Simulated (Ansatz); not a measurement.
Calculated with Ansatz (gas phase, PBE0-D4/def2-TZVP geometries, no zero-point term in ΔE). CCSD(T)/CBS adds triple-zeta CCSD(T) − MP2 to the extrapolated MP2 energy (def2 sets, frozen cores). This one scheme is used for every species. Functionals use def2-TZVPP. HSE06 is defined as in plane-wave codes. Triplets are unrestricted, without spin–orbit coupling. For Br outer-core shells are correlated without core-valence functions, which leaves a few kJ/mol of doubt a bond. Scalar relativity is left out up to krypton. Each species was taken in one conformer, which may not be the lowest.

Reaction (formal loss of a carbene): `FC(Cl)CBr` → `FC(Cl)Br` + `[CH2]` (triplet)

```csv
level,ΔE (kJ/mol),difference from CCSD(T)/CBS
LDA (SPW92),528.2,64.0
B97M-V,460.4,-3.8
r2SCANh-D4,436.1,-28.1
r2SCAN0-D4,435.9,-28.3
HSE06-D4,457.5,-6.7
CAM-B3LYP-D4,459.0,-5.2
PBE-QIDH,460.0,-4.2
revPBE,428.2,-36.0
PBE0,452.0,-12.2
MP2/def2-SVP,456.6,-7.6
CCSD(T)/def2-SVP,448.5,-15.7
MP2/def2-TZVPP,465.7,1.5
SCS-MP2/def2-TZVPP,466.9,2.7
SCS-MP2/def2-QZVPP,474.3,10.1
MP2/CBS(def2),476.0,11.8
CCSD/CBS(def2),454.4,-9.8
CCSD(T)/CBS,464.2,0
```

Largest T1 diagnostic among the species: 0.011.

In def2-TZVPP, CCSD(T) changes the Hartree–Fock value by +128.0 kJ/mol (the triples alone add +9.7 kJ/mol) and MP2 by +139.9 kJ/mol. From BLYP to BHLYP (50 % exact exchange), in def2-TZVPP and without D4, ΔE moves by +5.3 kJ/mol. At CCSD(T), def2-SVP lies −15.7 kJ/mol from the extrapolated value and def2-TZVPP −10.3 kJ/mol.

CCSD(T)/CBS has its own doubt, a few kJ/mol and more with outer-core shells, so smaller differences from it don't rank the levels.
